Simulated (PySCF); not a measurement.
Computed shifts of a molecule C4H2BrCl, KT2/pcSseg-1 run with PySCF, GIAO, gas phase, atoms alike by connectivity averaged where their shifts nearly agree, in ppm (number of nuclei): ¹³C: 131.8 (1), 114.5 (1), 90.5 (1), 78.1 (1). ¹H: 6.64 (1), 4.17 (1). References: ¹³C against TMS (σ = 185.1 ppm); ³⁵Cl against HCl (σ = 945.4 ppm); ¹H against TMS (σ = 31.47 ppm), references at their B3LYP-D3(BJ)/def2-TZVP geometries, non-relativistic (without spin–orbit terms, shifts of atoms bonded to Cl or Br come out too high). The structure is a stationary point at ωB97X-D3(BJ)/def2-SVP. One conformer was computed; it need not be the lowest.

Question: Which structure fits?
(A) C#C/C(Cl)=C\Br
(B) C#C/C(Br)=C\Cl
(C) C#C/C=C(/Cl)Br

Answer: B, C#C/C(Br)=C\Cl
